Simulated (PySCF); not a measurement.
Gas-phase reaction: SnO + 4 F ⇌ SnF₄ + O

Energies from PySCF, thermal terms from the rigid-rotor harmonic-oscillator model, ideal gas at 1 bar. † marks an energy on the PBE0/def2-TZVP geometry and frequencies; other levels use their own. MP2 and CCSD(T) freeze the core. Open shells (unrestricted): F (multiplicity 2, electronic degeneracy 6), O (multiplicity 3, electronic degeneracy 9); the rest are closed-shell singlets. Spin-orbit splitting is ignored; it lowers the true energy and changes the entropy of F, O. Sn: scalar-relativistic def2 core potential, no spin-orbit coupling. MP2 isn't extrapolated to the basis-set limit; its ΔH°(298 K) is -1137.9 kJ in def2-SVP and -1173.4 kJ in def2-TZVPP. CCSD(T) isn't extrapolated to the basis-set limit; its ΔH°(298 K) is -1064.4 kJ in def2-SVP and -1125.4 kJ in def2-TZVPP. The harmonic model lacks anharmonicity and excited electronic states, which grow with temperature; levels with a mode under 35 cm⁻¹ are left out. Warning, large T1 diagnostic: SnO (CCSD(T)/def2-SVP†).

```
level              ΔE electronic, kJ  ΔH°(298 K), kJ  ΔS°(298 K), J/K  ΔG°(1600 K), kJ
-----------------  -----------------  --------------  ---------------  ---------------
CCSD(T)/def2-SVP†              -1072           -1064             -388             -447
M06-2X/def2-TZVP†              -1222           -1214             -388             -597
MP2/def2-SVP†                  -1146           -1138             -388             -520
PBE/def2-SVP                   -1158           -1151             -383             -541
PBE/def2-TZVP†                 -1174           -1167             -388             -549
LDA/def2-TZVP†                 -1369           -1361             -388             -744
```
ΔH° is lowest at LDA/def2-TZVP† and highest at CCSD(T)/def2-SVP†. No reference value is set beside these.
